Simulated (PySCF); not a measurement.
## TDDFT excited states: C5H12Si2

Compound: C5H12Si2.
SMILES: `[SiH3]C[SiH]1CC=CC1`

The calculation used TDDFT B3LYP/def2-SVPD, vertical, gas phase, core orbitals frozen in the response in PySCF 2.14.0, density-fitted response routines. Geometry: PBE0-D3(BJ)/def2-SVP, one conformer, isolated molecule.

**Question.** List the vertical singlet excitations with oscillator strengths and describe the spectrum.

**Answer.** 

| state | E (eV) | E (kJ/mol) | λ (nm) | f | \|μ\| (D) | main configurations (H = HOMO, L = LUMO) |
| --- | --- | --- | --- | --- | --- | --- |
| S1 | 6.27 | 605 | 197.8 | 0.0015 | 0.25 | H→L (41%), H→L+1 (30%), H→L+3 (18%) |
| S2 | 6.54 | 631 | 189.6 | 0.0048 | 0.44 | H→L+2 (56%), H→L+1 (22%), H→L+3 (16%) |
| S3 | 6.61 | 638 | 187.6 | 0.015 | 0.77 | H→L+3 (57%), H→L+2 (20%), H→L (15%) |
| S4 | 6.86 | 662 | 180.7 | 0.101 | 1.97 | H→L+1 (32%), H→L (30%), H→L+2 (12%) |
| S5 | 6.91 | 667 | 179.3 | 0.0057 | 0.46 | H-1→L (53%), H-1→L+1 (38%) |
| S6 | 7.10 | 685 | 174.5 | 0.026 | 0.98 | H→L+4 (72%), H→L+5 (9%) |

The lowest singlet comes at 198 nm (605 kJ/mol) in the vacuum ultraviolet; it is very weak; its leading configuration is HOMO→LUMO (41%). The most intense listed level is S4 at 6.86 eV (181 nm, f = 0.101), 0.60 eV above S1. Löwdin shares by element: HOMO carbon 82% or more (atoms not listed hold the other 18%); LUMO carbon 39% or more, silicon 14% or more (atoms not listed hold the other 47%). The oscillator strengths of these states sum to 0.153; summed over the whole spectrum of an exact calculation they would give the number of electrons, 70 (Thomas–Reiche–Kuhn). The listed states span 0.84 eV, and the widest gap between neighbours is 0.27 eV (S1 to S2). Orbital energies (eV): HOMO-3 -8.68, HOMO-2 -8.25, HOMO-1 -7.89, HOMO -6.84, LUMO 0.16, LUMO+1 0.23, LUMO+2 0.48. No computed singlet lies in the visible range (380 to 750 nm); the lowest, at 198 nm, stands 3.00 eV above its violet end (3.26 eV). Singlets were solved by full linear response.
